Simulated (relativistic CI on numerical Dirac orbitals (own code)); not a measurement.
# d7 in a ligand field

Computed with a parametric ligand-field model of a d^n configuration (Racah B and C, spin-orbit zeta, crystal field), exact diagonalisation.

Field parameters in Wybourne normalisation: Oh B⁴₀ = 21Dq, B⁴₄ = √(5/14) B⁴₀. The field is a parameter set, without covalency.

B = 390 cm⁻¹, C = 1610 cm⁻¹ (C/B = 4.13), Oh, no spin-orbit coupling. Tanabe-Sugano data, E/B above the lowest term (Δ = |10Dq|; b, c mark the second and third term of a kind):

| Δ/B | 4T1 | 4T2 | 4A2 | 4T1(b) | 2E | 2T1 | 2T2 | 2T1(b) |
| --- | --- | --- | --- | --- | --- | --- | --- | --- |
| 1.0 | 0.00 | 0.81 | 1.81 | 15.62 | 16.70 | 16.97 | 16.77 | 21.59 |
| 3.0 | 0.00 | 2.49 | 5.49 | 16.97 | 15.87 | 17.55 | 17.35 | 21.98 |
| 5.0 | 0.00 | 4.22 | 9.22 | 18.44 | 14.28 | 17.72 | 17.71 | 22.31 |
| 7.0 | 0.00 | 6.00 | 13.00 | 20.00 | 12.47 | 17.74 | 17.92 | 22.59 |
| 9.0 | 0.00 | 7.82 | 16.82 | 21.63 | 10.59 | 17.69 | 18.03 | 22.82 |
| 11.0 | 0.00 | 9.66 | 20.66 | 23.32 | 8.68 | 17.63 | 18.08 | 23.02 |
| 13.0 | 0.00 | 11.53 | 24.53 | 25.06 | 6.74 | 17.56 | 18.10 | 23.17 |
| 15.0 | 0.00 | 13.42 | 28.42 | 26.83 | 4.79 | 17.49 | 18.11 | 23.30 |
| 17.0 | 0.00 | 15.32 | 32.32 | 28.64 | 2.83 | 17.43 | 18.11 | 23.41 |
| 19.0 | 0.00 | 17.23 | 36.23 | 30.46 | 0.87 | 17.37 | 18.10 | 23.51 |
| 21.0 | 1.10 | 20.26 | 41.26 | 33.41 | 0.00 | 18.42 | 19.19 | 24.69 |
| 23.0 | 3.07 | 24.16 | 47.16 | 37.25 | 0.00 | 20.35 | 21.15 | 26.73 |
| 25.0 | 5.05 | 28.08 | 53.08 | 41.10 | 0.00 | 22.28 | 23.11 | 28.76 |
| 27.0 | 7.03 | 32.00 | 59.00 | 44.97 | 0.00 | 24.21 | 25.07 | 30.79 |
| 29.0 | 9.00 | 35.93 | 64.93 | 48.85 | 0.00 | 26.16 | 27.03 | 32.81 |
| 31.0 | 10.98 | 39.87 | 70.87 | 52.75 | 0.00 | 28.10 | 29.00 | 34.83 |
| 33.0 | 12.97 | 43.81 | 76.81 | 56.65 | 0.00 | 30.05 | 30.97 | 36.84 |
| 35.0 | 14.95 | 47.75 | 82.75 | 60.56 | 0.00 | 32.01 | 32.94 | 38.86 |
| 37.0 | 16.93 | 51.70 | 88.70 | 64.47 | 0.00 | 33.97 | 34.91 | 40.87 |
| 39.0 | 18.92 | 55.66 | 94.66 | 68.40 | 0.00 | 35.93 | 36.89 | 42.88 |
| 41.0 | 20.91 | 59.62 | 100.62 | 72.33 | 0.00 | 37.89 | 38.86 | 44.89 |
| 43.0 | 22.89 | 63.58 | 106.58 | 76.26 | 0.00 | 39.86 | 40.84 | 46.90 |
| 45.0 | 24.88 | 67.54 | 112.54 | 80.20 | 0.00 | 41.82 | 42.82 | 48.90 |
| 47.0 | 26.87 | 71.51 | 118.51 | 84.14 | 0.00 | 43.79 | 44.80 | 50.91 |

The ground term changes from 4T1 to 2E between Δ/B = 19.0 and 21.0.
